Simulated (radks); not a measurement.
Results of a calculation; reference values are marked as such.
Question: All-electron atom: Hg54+ in [Ar] 3d7 4d1 (not the ground configuration). Code: a radial shooting solver on a logarithmic mesh with Libxc functionals. Model: Dirac Kohn-Sham, Wu-Cohen GGA, spin-unpolarised, spherical densities, finite nucleus; open shells are shared between the two j in proportion to 2j + 1; Fermi nuclear charge, rms radius 5.4648 fm. Some entries of the table are withheld. Estimate them.

orbital,occ.,eigenvalue (hartree),<r^2> (bohr^2),<1/r> (bohr^-1)
1s1/2,2,-3174.256,0.0003810,97.50
2s1/2,2,-661.6199,0.005695,24.11
2p1/2,2,(1),(2),24.06
2p3/2,4,(3),(4),19.49
3s1/2,2,-239.7049,0.03482,9.174
3p1/2,2,-230.8418,0.03141,9.090
3p3/2,4,-213.5200,0.03680,7.890
3d3/2,2.8,(5),0.02754,7.767
3d5/2,4.2,(6),0.02896,7.496
4d3/2,0.4,(7),0.1287,4.002
4d5/2,0.6,(8),0.1327,3.904

Answer: 
(1) 2p1/2 eigenvalue (hartree): -640.7708
(2) 2p1/2 <r^2> (bohr^2): 0.004017
(3) 2p3/2 eigenvalue (hartree): -568.6203
(4) 2p3/2 <r^2> (bohr^2): 0.005180
(5) 3d3/2 eigenvalue (hartree): -199.7042
(6) 3d5/2 eigenvalue (hartree): -195.8688
(7) 4d3/2 eigenvalue (hartree): -104.9065
(8) 4d5/2 eigenvalue (hartree): -103.5116
